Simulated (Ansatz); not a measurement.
```yaml
crystal:
  periodic: [false, false, false]
  atoms:
    - {symbol: C, position_ang: [0.237953, -2.912165, -0.196629]}
    - {symbol: C, position_ang: [1.334309, -1.503133, -0.815495]}
    - {symbol: O, position_ang: [0.829532, 0.056140, -0.140488]}
    - {symbol: Sb, position_ang: [-0.755245, 1.452883, -1.357771]}
    - {symbol: F, position_ang: [-2.783320, 0.410283, -0.564706]}
    - {symbol: Si, position_ang: [-0.692188, 3.560105, 1.115964]}
    - {symbol: H, position_ang: [0.686573, -4.111163, -0.674943]}
    - {symbol: H, position_ang: [-1.054995, -2.739587, -0.601237]}
    - {symbol: H, position_ang: [0.249911, -2.956480, 1.167170]}
    - {symbol: H, position_ang: [1.331712, -1.469763, -2.190758]}
    - {symbol: H, position_ang: [2.631406, -1.699115, -0.424466]}
    - {symbol: H, position_ang: [0.936033, 4.458180, 1.109089]}
    - {symbol: H, position_ang: [-2.062127, 4.800414, 0.912492]}
    - {symbol: H, position_ang: [-0.905680, 2.616654, 2.697902]}
basis:
  gaussian: {orbitals: def2-TZVP}
total_charge: -2
hamiltonian: {xc: {name: B97}}
scf: {lower_state_search: light}
output: {forces: true}
```

```sh
$ ansatz run in.yaml --threads 4 --pin off --events-out ev --progress --plain --max-ram 11315MiB
```

It prints (some lines left out):

```
Functional definition: B97
1716 factors; their error is unknown
mean field evaluation 1: about -21360.1154 eV, gradient 4.6e1 eV
mean field evaluation 2: about -21177.5489 eV, gradient 1.7e2 eV
mean field evaluation 4: about -21363.2670 eV, gradient 5.5e1 eV
mean field evaluation 8: about -21372.1605 eV, gradient 1.1e0 eV
mean field evaluation 16: about -21372.1653 eV, gradient 1.2e-1 eV
mean field evaluation 32: about -21372.3222 eV, gradient 1.1e-2 eV
mean field -21372.32221554 eV, -785.4183547406 hartree, gradient 8.0e-6 eV, S^2 0.000000; 7 other end points of the search recorded, 0 dependent functions left out
reference -21372.32225513 eV, -785.4183561957 hartree; 38, 38 occupied and 221, 221 virtual orbitals, 1716 factors
Total energy: -21372.32225513 eV, -785.4183561957 hartree
Atom 0 at     0.237953    -2.912165    -0.196629 Å, force    -0.408190    -0.456163     0.213210 eV/Å
Atom 1 at     1.334309    -1.503133    -0.815495 Å, force     0.197794     0.847325     0.026066 eV/Å
Atom 2 at     0.829532     0.056140    -0.140488 Å, force    -0.090535    -2.979052    -3.043382 eV/Å
Atom 3 at    -0.755245     1.452883    -1.357771 Å, force     0.350466    -2.321469     1.345097 eV/Å
Atom 4 at    -2.783320     0.410283    -0.564706 Å, force     1.675146     0.949608    -0.392992 eV/Å
Atom 5 at    -0.692188     3.560105     1.115964 Å, force    -0.634315     0.138619     0.186276 eV/Å
Atom 6 at     0.686573    -4.111163    -0.674943 Å, force    -1.410589     3.530389     1.491980 eV/Å
Atom 7 at    -1.054995    -2.739587    -0.601237 Å, force     4.296981    -0.425137     1.307691 eV/Å
Atom 8 at     0.249911    -2.956480     1.167170 Å, force     0.009255     0.184296    -4.426795 eV/Å
Atom 9 at     1.331712    -1.469763    -2.190758 Å, force    -0.191490    -0.208357     4.114419 eV/Å
Atom 10 at     2.631406    -1.699115    -0.424466 Å, force    -3.736874     0.299824    -1.032932 eV/Å
Atom 11 at     0.936033     4.458180     1.109089 Å, force    -1.691441    -0.598309     0.431188 eV/Å
Atom 12 at    -2.062127     4.800414     0.912492 Å, force     1.306188    -0.473389     0.886702 eV/Å
Atom 13 at    -0.905680     2.616654     2.697902 Å, force     0.327603     1.511813    -1.106529 eV/Å
Dipole moment:     0.409676    -0.911359    -1.532754 e Å
```

Task: What is wrong with this run?

Result: The charge is far from anything that the molecule holds. The calculation finished and met its thresholds. The result belongs to that input, not to the molecule as meant.
